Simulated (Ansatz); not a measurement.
A nudged elastic band was laid between two geometries of BF2H + ClH (6 atoms, charge 0, multiplicity 1).

The calculation used RKS BLYP-D4/def2-SVP in Ansatz.

```
movable images  : 7
climbing image  : yes
spring          : 5.0 eV/Å²
optimiser       : quadratic models (default)
start path      : through a guess of the saddle point
force threshold : 0.5 eV/Å
iteration limit : 60
end points      : relaxed
```

Initial state:

```xyz
6
Properties=species:S:1:pos:R:3
B -0.009 0.382 -0.104
H -0.013 0.710 1.059
F 1.131 0.282 -0.777
F -1.147 0.214 -0.766
Cl 0.084 -2.542 0.990
H 0.082 -1.971 2.158
```

Final state:

```xyz
6
Properties=species:S:1:pos:R:3
B 0.019 -0.599 -0.543
H 0.001 0.327 2.319
F 1.143 0.090 -0.679
F -1.141 0.030 -0.659
Cl 0.068 -2.334 -0.231
H 0.039 -0.438 2.353
```

Which bonds break or form, and what moves?

Bonds broken: B1–H2, Cl5–H6. Bonds formed: B1–Cl5, H2–H6. BF2H + ClH becomes BClF2 + H2.

Give the energies along the band, and the barrier.

It converged. The highest image is number 4 of 0 to 8, 0.98 eV above the first end and 1.58 eV above the last; the last end lies 0.60 eV below the first. The threshold of 0.5 eV/Å is loose, so the images may lie well off the minimum-energy path. The order of the stationary point at the top wasn't checked. The orbitals stay closed-shell, which can raise the energy where a bond breaks towards radicals; this wasn't checked here.

```json
{"image": "0", "path coordinate (Å)": "0.00", "energy (eV)": "0.00", "B1–H2 (Å)": "1.21", "Cl5–H6 (Å)": "1.30", "B1–Cl5 (Å)": "3.12"}
{"image": "1", "path coordinate (Å)": "0.46", "energy (eV)": "0.02", "B1–H2 (Å)": "1.21", "Cl5–H6 (Å)": "1.30", "B1–Cl5 (Å)": "3.07"}
{"image": "2", "path coordinate (Å)": "0.92", "energy (eV)": "0.09", "B1–H2 (Å)": "1.21", "Cl5–H6 (Å)": "1.31", "B1–Cl5 (Å)": "2.90"}
{"image": "3", "path coordinate (Å)": "1.37", "energy (eV)": "0.42", "B1–H2 (Å)": "1.24", "Cl5–H6 (Å)": "1.36", "B1–Cl5 (Å)": "2.53"}
{"image": "4", "path coordinate (Å)": "1.83", "energy (eV)": "0.98", "B1–H2 (Å)": "1.35", "Cl5–H6 (Å)": "1.59", "B1–Cl5 (Å)": "2.14"}
{"image": "5", "path coordinate (Å)": "2.31", "energy (eV)": "0.24", "B1–H2 (Å)": "1.71", "Cl5–H6 (Å)": "1.99", "B1–Cl5 (Å)": "1.89"}
{"image": "6", "path coordinate (Å)": "2.79", "energy (eV)": "-0.38", "B1–H2 (Å)": "2.16", "Cl5–H6 (Å)": "2.41", "B1–Cl5 (Å)": "1.78"}
{"image": "7", "path coordinate (Å)": "3.28", "energy (eV)": "-0.57", "B1–H2 (Å)": "2.60", "Cl5–H6 (Å)": "2.82", "B1–Cl5 (Å)": "1.77"}
{"image": "8", "path coordinate (Å)": "3.76", "energy (eV)": "-0.60", "B1–H2 (Å)": "3.01", "Cl5–H6 (Å)": "3.21", "B1–Cl5 (Å)": "1.76"}
```

What is the geometry of the highest image?


```xyz
6
Properties=species:S:1:pos:R:3
B 0.012 -0.198 0.095
H 0.006 0.185 1.388
F 1.153 0.136 -0.516
F -1.153 0.074 -0.503
Cl 0.074 -2.258 0.662
H 0.037 -0.863 1.434
```

The run took 80 s on 1 thread of Arm Neoverse V1, with other jobs on the host, peak memory 0.12 GiB.
